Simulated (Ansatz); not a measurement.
Ansatz (a first-principles code) input (B3LYP/6-31G*):

Ansatz 0.2 input:
```yaml
crystal:
  periodic: [false, false, false]
  atoms:
    - {symbol: C, position_ang: [-1.52318033, 0.06116471, 0.07616725]}
    - {symbol: C, position_ang: [-0.32797636, -0.33229397, -0.78856138]}
    - {symbol: C, position_ang: [1.01182977, -0.07718615, -0.13577379]}
    - {symbol: O, position_ang: [1.16282001, 0.39443805, 0.96972954]}
    - {symbol: H, position_ang: [-1.52111667, -0.49319892, 1.01949364]}
    - {symbol: H, position_ang: [-1.49084002, 1.12629038, 0.32446016]}
    - {symbol: H, position_ang: [-2.46400002, -0.14453099, -0.44410530]}
    - {symbol: H, position_ang: [-0.32755321, 0.20392833, -1.75064865]}
    - {symbol: H, position_ang: [-0.35751284, -1.39860367, -1.06289271]}
    - {symbol: H, position_ang: [1.89442420, -0.35949701, -0.75513591]}
basis:
  gaussian:
    orbitals: 6-31G*
hamiltonian:
  xc: {name: B3LYP}
phonons: {temperatures: {t_min: 298.15, t_max: 298.15, t_step: 100}}
```

Output:

```
Functional definition: B3LYP
integrals: 0.03 GiB planned
833 factors; integrals over basis functions are off by at most 4.1e-4 eV
mean field: 0.23 GiB planned
mean field evaluation 1: about -5249.3010 eV, gradient 5.5e1 eV
mean field evaluation 2: about -5240.2033 eV, gradient 8.8e1 eV
mean field evaluation 4: about -5255.7292 eV, gradient 3.6e0 eV
mean field evaluation 8: about -5255.7524 eV, gradient 5.1e-2 eV
mean field evaluation 16: about -5255.7524 eV, gradient 9.7e-6 eV
mean field -5255.75243496 eV, -193.1453395077 hartree, gradient 9.7e-6 eV, S^2 0.000000; 0 other end points of the search recorded, 0 dependent functions left out
the calculation of the forces begins
reference -5255.75260233 eV, -193.1453456587 hartree; 16, 16 occupied and 56, 56 virtual orbitals, 833 factors
these checks for a lower state are left out or cut short: stability, starts, cluster_reference, orbital_swaps, neighbouring_geometries, increment
integrals: 0.03 GiB planned
833 factors; integrals over basis functions are off by at most 4.1e-4 eV
mean field: 0.23 GiB planned
mean field -5255.75226941 eV, -193.1453334240 hartree, gradient 1.8e-6 eV, S^2 0.000000; 0 other end points of the search recorded, 0 dependent functions left out
the calculation of the forces begins
reference -5255.75243677 eV, -193.1453395744 hartree; 16, 16 occupied and 56, 56 virtual orbitals, 833 factors
these checks for a lower state are left out or cut short: stability, starts, cluster_reference, orbital_swaps, neighbouring_geometries, increment
integrals: 0.03 GiB planned
833 factors; integrals over basis functions are off by at most 4.1e-4 eV
mean field: 0.23 GiB planned
mean field -5255.75226975 eV, -193.1453334363 hartree, gradient 2.5e-6 eV, S^2 0.000000; 0 other end points of the search recorded, 0 dependent functions left out
the calculation of the forces begins
reference -5255.75243714 eV, -193.1453395880 hartree; 16, 16 occupied and 56, 56 virtual orbitals, 833 factors
these checks for a lower state are left out or cut short: stability, starts, cluster_reference, orbital_swaps, neighbouring_geometries, increment
integrals: 0.03 GiB planned
833 factors; integrals over basis functions are off by at most 4.1e-4 eV
mean field: 0.23 GiB planned
mean field evaluation 32: about -5255.7522 eV, gradient 1.2e-1 eV
mean field -5255.75226710 eV, -193.1453333391 hartree, gradient 1.2e-6 eV, S^2 0.000000; 0 other end points of the search recorded, 0 dependent functions left out
the calculation of the forces begins
reference -5255.75243449 eV, -193.1453394907 hartree; 16, 16 occupied and 56, 56 virtual orbitals, 833 factors
these checks for a lower state are left out or cut short: stability, starts, cluster_reference, orbital_swaps, neighbouring_geometries, increment
integrals: 0.03 GiB planned
833 factors; integrals over basis functions are off by at most 4.1e-4 eV
mean field: 0.23 GiB planned
mean field -5255.75226624 eV, -193.1453333074 hartree, gradient 1.8e-6 eV, S^2 0.000000; 0 other end points of the search recorded, 0 dependent functions left out
the calculation of the forces begins
reference -5255.75243360 eV, -193.1453394579 hartree; 16, 16 occupied and 56, 56 virtual orbitals, 833 factors
these checks for a lower state are left out or cut short: stability, starts, cluster_reference, orbital_swaps, neighbouring_geometries, increment
integrals: 0.03 GiB planned
833 factors; integrals over basis functions are off by at most 4.1e-4 eV
mean field: 0.23 GiB planned
mean field -5255.75227326 eV, -193.1453335655 hartree, gradient 1.5e-6 eV, S^2 0.000000; 0 other end points of the search recorded, 0 dependent functions left out
the calculation of the forces begins
reference -5255.75244067 eV, -193.1453397175 hartree; 16, 16 occupied and 56, 56 virtual orbitals, 833 factors
these checks for a lower state are left out or cut short: stability, starts, cluster_reference, orbital_swaps, neighbouring_geometries, increment
integrals: 0.03 GiB planned
833 factors; integrals over basis functions are off by at most 4.1e-4 eV
mean field: 0.23 GiB planned
mean field -5255.75227134 eV, -193.1453334949 hartree, gradient 7.0e-7 eV, S^2 0.000000; 0 other end points of the search recorded, 0 dependent functions left out
the calculation of the forces begins
reference -5255.75243869 eV, -193.1453396449 hartree; 16, 16 occupied and 56, 56 virtual orbitals, 833 factors
these checks for a lower state are left out or cut short: stability, starts, cluster_reference, orbital_swaps, neighbouring_geometries, increment
integrals: 0.03 GiB planned
833 factors; integrals over basis functions are off by at most 4.1e-4 eV
mean field: 0.23 GiB planned
mean field -5255.75228317 eV, -193.1453339298 hartree, gradient 1.5e-6 eV, S^2 0.000000; 0 other end points of the search recorded, 0 dependent functions left out
[...]
reference -5255.75256265 eV, -193.1453442003 hartree; 16, 16 occupied and 56, 56 virtual orbitals, 833 factors
these checks for a lower state are left out or cut short: stability, starts, cluster_reference, orbital_swaps, neighbouring_geometries, increment
integrals: 0.03 GiB planned
833 factors; integrals over basis functions are off by at most 4.1e-4 eV
mean field: 0.23 GiB planned
mean field -5255.75238746 eV, -193.1453377623 hartree, gradient 1.1e-6 eV, S^2 0.000000; 0 other end points of the search recorded, 0 dependent functions left out
the calculation of the forces begins
reference -5255.75255480 eV, -193.1453439119 hartree; 16, 16 occupied and 56, 56 virtual orbitals, 833 factors
these checks for a lower state are left out or cut short: stability, starts, cluster_reference, orbital_swaps, neighbouring_geometries, increment
integrals: 0.03 GiB planned
833 factors; integrals over basis functions are off by at most 4.1e-4 eV
mean field: 0.23 GiB planned
mean field -5255.75238737 eV, -193.1453377591 hartree, gradient 1.2e-6 eV, S^2 0.000000; 0 other end points of the search recorded, 0 dependent functions left out
the calculation of the forces begins
reference -5255.75255479 eV, -193.1453439115 hartree; 16, 16 occupied and 56, 56 virtual orbitals, 833 factors
these checks for a lower state are left out or cut short: stability, starts, cluster_reference, orbital_swaps, neighbouring_geometries, increment
integrals: 0.03 GiB planned
833 factors; integrals over basis functions are off by at most 4.1e-4 eV
mean field: 0.23 GiB planned
mean field -5255.75241906 eV, -193.1453389233 hartree, gradient 1.8e-6 eV, S^2 0.000000; 0 other end points of the search recorded, 0 dependent functions left out
the calculation of the forces begins
reference -5255.75258644 eV, -193.1453450745 hartree; 16, 16 occupied and 56, 56 virtual orbitals, 833 factors
these checks for a lower state are left out or cut short: stability, starts, cluster_reference, orbital_swaps, neighbouring_geometries, increment
integrals: 0.03 GiB planned
833 factors; integrals over basis functions are off by at most 4.1e-4 eV
mean field: 0.23 GiB planned
mean field -5255.75241919 eV, -193.1453389285 hartree, gradient 1.5e-6 eV, S^2 0.000000; 0 other end points of the search recorded, 0 dependent functions left out
the calculation of the forces begins
reference -5255.75258657 eV, -193.1453450794 hartree; 16, 16 occupied and 56, 56 virtual orbitals, 833 factors
these checks for a lower state are left out or cut short: stability, starts, cluster_reference, orbital_swaps, neighbouring_geometries, increment
integrals: 0.03 GiB planned
833 factors; integrals over basis functions are off by at most 4.1e-4 eV
mean field: 0.23 GiB planned
mean field evaluation 192: about -5255.7524 eV, gradient 5.8e-2 eV
mean field -5255.75239979 eV, -193.1453382152 hartree, gradient 2.0e-6 eV, S^2 0.000000; 0 other end points of the search recorded, 0 dependent functions left out
the calculation of the forces begins
reference -5255.75256718 eV, -193.1453443668 hartree; 16, 16 occupied and 56, 56 virtual orbitals, 833 factors
these checks for a lower state are left out or cut short: stability, starts, cluster_reference, orbital_swaps, neighbouring_geometries, increment
integrals: 0.03 GiB planned
833 factors; integrals over basis functions are off by at most 4.1e-4 eV
mean field: 0.23 GiB planned
mean field -5255.75240050 eV, -193.1453382413 hartree, gradient 1.1e-6 eV, S^2 0.000000; 0 other end points of the search recorded, 0 dependent functions left out
the calculation of the forces begins
reference -5255.75256786 eV, -193.1453443918 hartree; 16, 16 occupied and 56, 56 virtual orbitals, 833 factors
these checks for a lower state are left out or cut short: stability, starts, cluster_reference, orbital_swaps, neighbouring_geometries, increment
integrals: 0.03 GiB planned
833 factors; integrals over basis functions are off by at most 4.1e-4 eV
mean field: 0.23 GiB planned
mean field -5255.75235659 eV, -193.1453366278 hartree, gradient 2.9e-6 eV, S^2 0.000000; 0 other end points of the search recorded, 0 dependent functions left out
the calculation of the forces begins
reference -5255.75252394 eV, -193.1453427779 hartree; 16, 16 occupied and 56, 56 virtual orbitals, 833 factors
these checks for a lower state are left out or cut short: stability, starts, cluster_reference, orbital_swaps, neighbouring_geometries, increment
integrals: 0.03 GiB planned
833 factors; integrals over basis functions are off by at most 4.1e-4 eV
mean field: 0.23 GiB planned
mean field -5255.75235629 eV, -193.1453366169 hartree, gradient 1.5e-6 eV, S^2 0.000000; 0 other end points of the search recorded, 0 dependent functions left out
the calculation of the forces begins
reference -5255.75252370 eV, -193.1453427688 hartree; 16, 16 occupied and 56, 56 virtual orbitals, 833 factors
these checks for a lower state are left out or cut short: stability, starts, cluster_reference, orbital_swaps, neighbouring_geometries, increment
integrals: 0.03 GiB planned
833 factors; integrals over basis functions are off by at most 4.1e-4 eV
mean field: 0.23 GiB planned
mean field -5255.75238931 eV, -193.1453378301 hartree, gradient 1.6e-6 eV, S^2 0.000000; 0 other end points of the search recorded, 0 dependent functions left out
the calculation of the forces begins
reference -5255.75255663 eV, -193.1453439791 hartree; 16, 16 occupied and 56, 56 virtual orbitals, 833 factors
these checks for a lower state are left out or cut short: stability, starts, cluster_reference, orbital_swaps, neighbouring_geometries, increment
integrals: 0.03 GiB planned
833 factors; integrals over basis functions are off by at most 4.1e-4 eV
mean field: 0.23 GiB planned
mean field evaluation 224: about -5255.7524 eV, gradient 1.7e-5 eV
mean field -5255.75238939 eV, -193.1453378333 hartree, gradient 1.9e-6 eV, S^2 0.000000; 0 other end points of the search recorded, 0 dependent functions left out
the calculation of the forces begins
reference -5255.75255683 eV, -193.1453439864 hartree; 16, 16 occupied and 56, 56 virtual orbitals, 833 factors
these checks for a lower state are left out or cut short: stability, starts, cluster_reference, orbital_swaps, neighbouring_geometries, increment
integrals: 0.03 GiB planned
833 factors; integrals over basis functions are off by at most 4.1e-4 eV
mean field: 0.23 GiB planned
mean field -5255.75239838 eV, -193.1453381635 hartree, gradient 1.8e-6 eV, S^2 0.000000; 0 other end points of the search recorded, 0 dependent functions left out
the calculation of the forces begins
reference -5255.75256578 eV, -193.1453443156 hartree; 16, 16 occupied and 56, 56 virtual orbitals, 833 factors
these checks for a lower state are left out or cut short: stability, starts, cluster_reference, orbital_swaps, neighbouring_geometries, increment
integrals: 0.03 GiB planned
833 factors; integrals over basis functions are off by at most 4.1e-4 eV
mean field: 0.23 GiB planned
mean field -5255.75239898 eV, -193.1453381855 hartree, gradient 1.4e-6 eV, S^2 0.000000; 0 other end points of the search recorded, 0 dependent functions left out
the calculation of the forces begins
reference -5255.75256633 eV, -193.1453443355 hartree; 16, 16 occupied and 56, 56 virtual orbitals, 833 factors
Total energy: -5255.75260233 eV, -193.1453456587 hartree
Atom 0 at    -1.523180     0.061165     0.076167 Å, force     0.000248    -0.000028    -0.000055 eV/Å
Atom 1 at    -0.327976    -0.332294    -0.788561 Å, force     0.000658     0.000130     0.000332 eV/Å
Atom 2 at     1.011830    -0.077186    -0.135774 Å, force    -0.000214    -0.000369    -0.000870 eV/Å
Atom 3 at     1.162820     0.394438     0.969730 Å, force    -0.000373     0.000147     0.000327 eV/Å
Atom 4 at    -1.521117    -0.493199     1.019494 Å, force    -0.000067     0.000122    -0.000058 eV/Å
Atom 5 at    -1.490840     1.126290     0.324460 Å, force    -0.000072    -0.000124     0.000048 eV/Å
Atom 6 at    -2.464000    -0.144531    -0.444105 Å, force     0.000052     0.000031     0.000074 eV/Å
Atom 7 at    -0.327553     0.203928    -1.750649 Å, force    -0.000028    -0.000142     0.000176 eV/Å
Atom 8 at    -0.357513    -1.398604    -1.062893 Å, force    -0.000021     0.000226     0.000018 eV/Å
Atom 9 at     1.894424    -0.359497    -0.755136 Å, force    -0.000183     0.000007     0.000008 eV/Å
Dipole moment:    -0.180728    -0.193642    -0.459076 e Å
Vibrations: 134.74 232.48 258.08 673.41 678.88 858.04 906.73 1010.22 1119.98 1156.33 1292.59 1382.16 1431.19 1447.38 1481.53 1525.21 1529.63 1834.78 2893.09 3018.85 3042.27 3066.93 3135.72 3139.90 cm⁻¹, zero-point energy 2.309212 eV
```

The blocks after the first are displaced geometries, from whose forces the wavenumbers follow.
